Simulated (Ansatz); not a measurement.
Reaction: SiNH5 (SMILES N[SiH3]) → SiNH4 (SMILES [NH][SiH3], doublet) + H (doublet) (the H-N bond breaks)
Each species at its own B3LYP-D3(BJ)/def2-TZVP minimum (Ansatz, a quantum-chemistry and plane-wave program).

Total energies in hartree (Ansatz). UHF or UKS for unpaired electrons; spin-orbit terms are left out. Cores are frozen in correlated methods. No relativity. For partners of very few electrons the exact lower level stands in for a higher one.

| species | HF/cc-pV(T+d)Z | CCSD(T)/cc-pV(T+d)Z | HF/cc-pV(Q+d)Z | CCSD(T)/cc-pV(Q+d)Z | CCSDT(Q)/cc-pV(T+d)Z |
|---|---|---|---|---|---|
| 1: SiNH5 (SMILES N[SiH3]) | -346.35302 | -346.74827 | -346.36184 | -346.77961 | -346.74944 |
| 2: SiNH4 (SMILES [NH][SiH3], doublet) | -345.71426 | -346.06380 | -345.72259 | -346.09265 | -346.06532 |
| 3: H (doublet) | -0.49981 | -0.49981 | -0.49995 | -0.49995 | -0.49981 |

Problem. Work out the bond dissociation energy (electronic) in kJ/mol: take Hartree-Fock from cc-pV(Q+d)Z, extrapolate the CCSD(T) correlation energy as X^-3 (X = 3, 4), and add CCSDT(Q) - CCSD(T) in cc-pV(T+d)Z. 1 hartree = 2625.5 kJ/mol.

Solution. 
Species 1: correlation (64·(-0.41777) - 27·(-0.39525))/37 = -0.43420; step -0.00117; E1 = -346.36184 + (-0.43420) + (-0.00117) = -346.79721
Species 2: correlation (64·(-0.37006) - 27·(-0.34954))/37 = -0.38503; step -0.00152; E2 = -345.72259 + (-0.38503) + (-0.00152) = -346.10914
Species 3: correlation (64·(0.00000) - 27·(0.00000))/37 = 0.00000; step +0.00000; E3 = -0.49995 + (0.00000) + (+0.00000) = -0.49995
-1·E1 +1·E2 +1·E3 = 0.18812 hartree = 493.9 kJ/mol.
